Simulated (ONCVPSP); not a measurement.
**Logarithmic derivatives: B, ONCV**

- Element: boron (B)
- Generator: ONCVPSP 4.0.1
- Type: optimised norm-conserving Vanderbilt (ONCV)
- Functional: PBE
- Relativity: scalar-relativistic
- Frozen core: [He]
- Valence charge: 3
- Reference configuration: 2s2 2p1
- Partial waves: 2s: rc 1.60 bohr, ncon 4, nbas 8, qcut 4.4 1/bohr, 2 projectors, debl 0.8 Ha; 2p: rc 3.55 bohr, ncon 3, nbas 6, qcut 3.6 1/bohr, 2 projectors, debl 2 Ha
- Local potential: polynomial inside 1.40 bohr (lpopt 5, dvloc0 2 Ha)
- Core correction: Teter function, fcfact 1.75, rcfact 1.3

The phase is arctan(r·R′/R) of the radial function R(r), unwrapped; energies in Ha, scanned from -2 to 5 Ha. A pole is an energy at which the radial function vanishes at the test radius. The pseudo phase is shifted by a multiple of π to meet the all-electron one at the reference energy, and phase errors are pseudo minus all-electron; the curves can meet again beyond the range given. Levels narrower than the energy grid can be missing from the lists of poles.

| channel | radius (bohr) | reference energy (Ha) | poles, all-electron | poles, pseudo | unbroken range about the reference energy with phases within 0.05 rad | phase error 1 Ha above the reference energy (rad) |
| --- | --- | --- | --- | --- | --- | --- |
| s | 1.63 | -0.35 | 1.52 | 1.52 | below 4.0 | -0.000 |
| p | 3.61 | -0.13 | -0.04, 1.14, 3.13 | -0.04, 1.23, 3.59 | below 0.1 | +0.059 |

Phases in the p channel:

```csv
E (Ha),all-electron,pseudo
-1.98,1.406,1.405
-1.80,1.396,1.395
-1.62,1.385,1.383
-1.44,1.370,1.369
-1.26,1.352,1.351
-1.08,1.329,1.327
-0.90,1.296,1.294
-0.72,1.246,1.245
-0.54,1.156,1.155
-0.36,0.911,0.915
-0.18,-0.717,-0.713
0.00,-1.674,-1.665
0.18,-2.062,-1.992
0.36,-3.120,-2.682
0.54,-4.206,-3.951
0.72,-4.491,-4.394
0.90,-4.613,-4.559
1.08,-4.689,-4.653
1.26,-4.753,-4.726
1.44,-4.824,-4.803
1.62,-4.933,-4.918
1.80,-5.216,-5.212
1.98,-6.612,-6.574
2.16,-7.472,-7.431
2.34,-7.656,-7.621
2.52,-7.735,-7.701
2.70,-7.782,-7.747
2.88,-7.816,-7.779
3.06,-7.844,-7.803
3.24,-7.870,-7.822
3.42,-7.897,-7.839
3.60,-7.929,-7.855
3.78,-7.973,-7.870
3.96,-8.049,-7.886
4.14,-8.232,-7.903
4.32,-9.167,-7.923
4.50,-10.518,-7.949
4.68,-10.765,-7.986
4.86,-10.852,-8.048
```
